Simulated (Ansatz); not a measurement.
Reaction (cleavage of the Sn–Al bond): `O[SiH2][AlH][SnH3]` + silanol → `[SiH3][O][SnH3]` + `O[SiH2][AlH2]`

Gas-phase electronic energies from Ansatz, PBE0-D4/def2-TZVP geometries. CCSD(T)/CBS adds triple-zeta CCSD(T) − MP2 to the extrapolated MP2 energy (def2 sets, frozen cores). Functionals use def2-TZVPP. B3LYP here is the variant with VWN-RPA as its local correlation; programs differ in this. Elements past krypton have def2 core potentials. For Sn outer-core shells are correlated without core-valence functions, which leaves a few kJ/mol of doubt a bond. One conformer a species, not always the lowest.

Q: Is it downhill or uphill in electronic energy at CCSD(T)/CBS, and by how much? (An estimate is asked.)

A: Computed: Uphill: ΔE = +14.2 kJ/mol.

Q: What do these levels give: r2SCAN-D4, BHLYP-D4, B3LYP, HF/def2-SVP, MP2/CBS(def2), CCSD/CBS(def2)? (An estimate is asked.)

A: Computed: r2SCAN-D4 20.4, BHLYP-D4 8.8, B3LYP 13.8, HF/def2-SVP -3.5, MP2/CBS(def2) 13.6, CCSD/CBS(def2) 12.5 kJ/mol.

Largest T1 diagnostic among the species: 0.014.

In def2-TZVPP, CCSD(T) changes the Hartree–Fock value by +20.6 kJ/mol (the triples alone add +1.7 kJ/mol) and MP2 by +20.0 kJ/mol. Leaving LDA and LC-ωPBE aside and taking each functional with its dispersion term where it has one, the values, not all of them listed here, spread over 35.1 kJ/mol, from B97M-V to PBE-D4. LDA lies +9.2 kJ/mol from PBE without D4.
